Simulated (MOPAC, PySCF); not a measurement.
H₄B₂O, SMILES `BOB`, neutral singlet in the gas phase. 

Cartesian coordinates (Å):
```xyz
7

B     -1.2973    -0.2958     0.0270
O      0.0002    -0.0009     0.0005
B      1.2973     0.2957    -0.0271
H     -1.8152    -0.4978     1.0877
H     -1.8926    -0.3469    -1.0108
H      1.6216     1.4463     0.0435
H      2.0860    -0.6006    -0.1209
```
Charge 0, multiplicity 1.

All levels are single points at this geometry (PBE0-D3(BJ)/def2-TZVP); Pople sets use spherical d functions. Orbital energies aren't observables, and empty levels follow the basis.

| level | HOMO (eV) | LUMO (eV) | gap (eV) | dipole (D) | vertical IE, Delta-SCF (eV) |
|---|---|---|---|---|---|
| PBE0-D3(BJ)/def2-TZVP in PySCF | -8.87 | -0.76 | 8.11 | 0.00 | – |
| B3LYP/3-21G in PySCF | -8.63 | -0.66 | 7.97 | 0.00 | – |
| B3LYP/6-31G* in PySCF | -8.53 | -0.53 | 8.01 | 0.00 | 11.14 |
| BP86/6-31G* in PySCF | -7.48 | -1.48 | 6.00 | 0.00 | – |
| M06-2X/6-31G* in PySCF | -10.09 | 0.80 | 10.88 | 0.00 | – |
| PBE/6-31G* in PySCF | -7.36 | -1.41 | 5.94 | 0.00 | 10.75 |
| HF/3-21G in PySCF | -12.26 | 3.50 | 15.76 | 0.00 | – |
| HF/STO-3G in PySCF | -10.44 | 7.83 | 18.27 | 0.00 | – |
| AM1 in MOPAC | -10.60 | 1.40 | 12.00 | 0.00 | – |
